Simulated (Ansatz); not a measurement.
C2H9BOSi can be A, `BOC[SiH2]C`, or B, `B[SiH2]OCC`.

Isolated molecules relaxed with PBE0-D4/def2-TZVP in Ansatz; ΔE leaves out vibrations. CCSD(T)/CBS is the MP2 limit (def2-TZVPP, def2-QZVPP) plus CCSD(T) − MP2 in def2-TZVPP, frozen cores. Functionals use def2-TZVPP. B3LYP here is the variant with VWN-RPA as its local correlation; programs differ in this. One conformer a species, not always the lowest.

A:

```xyz
14

B     1.7806    0.8061    1.6855
O     0.5347    0.5536    1.2631
C     0.1254   -0.7408    0.8241
Si   -0.2844   -0.6961   -1.0249
C    -1.5842    0.5932   -1.3828
H     2.5953   -0.0781    1.7337
H     2.0230    1.9337    2.0046
H     0.9062   -1.4809    1.0346
H    -0.7614   -1.0233    1.4007
H    -0.7509   -2.0587   -1.4094
H     0.9717   -0.3970   -1.7671
H    -2.5219    0.3531   -0.8760
H    -1.7849    0.6632   -2.4540
H    -1.2492    1.5719   -1.0320
```

B:

```xyz
14

B     0.148   -2.603    0.523
Si   -0.963   -1.300   -0.521
O    -0.788    0.289   -0.112
C     0.454    0.956   -0.210
C     0.325    2.342    0.370
H     1.013   -2.292    1.289
H    -0.041   -3.775    0.366
H    -2.412   -1.593   -0.357
H    -0.603   -1.507   -1.963
H     0.763    1.011   -1.263
H     1.229    0.392    0.328
H    -0.437    2.910   -0.168
H     1.275    2.877    0.295
H     0.036    2.292    1.422
```

(1) Which is lower in electronic energy at CCSD(T)/CBS, and by how much? (An estimate is asked.)

(2) Give E(B) − E(A) in kcal/mol with PBE-D4, ωB97M-V, PBE0-D4, B3LYP, BLYP-D4, LDA (SPW92), B2PLYP. (Best estimate.)

(3) Does the order hold for the free energy at 298.15 K (harmonic terms from PBE0-D4)? (Best estimate.)

Largest T1 diagnostic: 0.013.

Answers

(1) The calculation gave: A, by 24.6 kcal/mol.

(2) Computed: PBE-D4 26.4, ωB97M-V 26.3, PBE0-D4 25.2, B3LYP 25.1, BLYP-D4 26.4, LDA (SPW92) 27.9, B2PLYP 25.4. None reverses the order clearly.

(3) Computed: Yes: G(B) − G(A) = +24.0 kcal/mol, for one conformer each. Modes under 60 cm⁻¹, often nearly free rotors, make the harmonic entropy too high.

From PBE to PBE0 (25 % exact exchange), in def2-TZVPP and without D4, E(B) − E(A) moves by −1.2 kcal/mol. Leaving LDA and LC-ωPBE aside and taking each functional with its dispersion term where it has one, the values, not all of them listed here, spread over 2.7 kcal/mol, from B97M-V to BLYP-D4. LDA lies +1.8 kcal/mol from PBE without D4.
